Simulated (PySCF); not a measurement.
**(3-methylbut-2-en-1-yl)diphenylphosphine oxide (C17H19OP): Computed beside measured shifts**

System: (3-methylbut-2-en-1-yl)diphenylphosphine oxide (C17H19OP), SMILES CC(C)=CCP(=O)(c1ccccc1)c1ccccc1.

Atom-mapped SMILES (hydrogens are numbered by the atom that bears them): [CH3:1][C:2]([CH3:3])=[CH:4][CH2:5][P:6](=[O:7])([c:8]1[cH:9][cH:10][cH:11][cH:12][cH:13]1)[c:14]1[cH:15][cH:16][cH:17][cH:18][cH:19]1

Method: GIAO PBE0/pcSseg-2, gas phase, PySCF SCF with an in-house response code, fitting set def2-universal-JFIT up to Ne and JKFIT beyond, grid level 2, non-relativistic, on the PBE0-D3(BJ)/def2-SVP geometry.

One optimised conformer. Values are averaged over the atoms that symmetry or fast rotation interchanges, on this one geometry and without vibrational averaging. Shifts are the reference shielding less the shielding here, at the same level (13C, 1H against isolated TMS; 17O against isolated H2O; 31P against isolated H3PO4); nuclei without a reference have shieldings only.

(1) What shifts does this level give for P6, and how do they compare with measurement?

Answers

(1) 
| atom | nucleus | computed / ppm | measured / ppm | computed less measured | measured against | medium of the measurement |
| --- | --- | --- | --- | --- | --- | --- |
| P6 | 31P | 11.8 | 31.64 | -19.8 | 85 % H3PO4 | CDCl3 |

Computed 19F and 31P shifts carry an offset from the reference molecule (CFCl3 is hard for DFT, lone H3PO4 or PH3 isn't the 85 % acid), so differences between compounds are more accurate than the values.

Measured values: supporting information or article, doi 10.1039/d4gc04409f.
